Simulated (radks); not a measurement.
The numbers below are computed, except where a source is named.
Q: The vanadium ion V3+, configuration [Ar] 3d2. Level of theory: Dirac Kohn-Sham, PBEsol, spin-unpolarised, spherical densities, finite nucleus; open shells fill j = l - 1/2 first; Fermi nuclear charge, rms radius 3.6002 fm (a radial shooting solver on a logarithmic mesh with Libxc functionals). Some entries of the table are withheld. Estimate them.

| orbital | occ. | eigenvalue (eV) | r(max) (bohr) |
|---|---|---|---|
| 1s1/2 | 2 | (1) | (2) |
| 2s1/2 | 2 | -636.6048 | 0.2559 |
| 2p1/2 | 2 | -542.2109 | 0.2066 |
| 2p3/2 | 4 | -535.1255 | 0.2089 |
| 3s1/2 | 2 | (3) | 0.8165 |
| 3p1/2 | 2 | -77.7142 | 0.8348 |
| 3p3/2 | 4 | -76.8469 | 0.8413 |
| 3d3/2 | 2 | -36.9440 | 0.8516 |
| 3d5/2 | 0 | -36.8592 | 0.8535 |
| 4s1/2 | 0 | -27.4647 | 2.279 |
| 4p1/2 | 0 | (4) | (5) |
| 4p3/2 | 0 | (6) | (7) |

A: 
(1) 1s1/2 eigenvalue (eV): -5391.897
(2) 1s1/2 r(max) (bohr): 0.04352
(3) 3s1/2 eigenvalue (eV): -103.5227
(4) 4p1/2 eigenvalue (eV): -21.6357
(5) 4p1/2 r(max) (bohr): 2.577
(6) 4p3/2 eigenvalue (eV): -21.5158
(7) 4p3/2 r(max) (bohr): 2.592
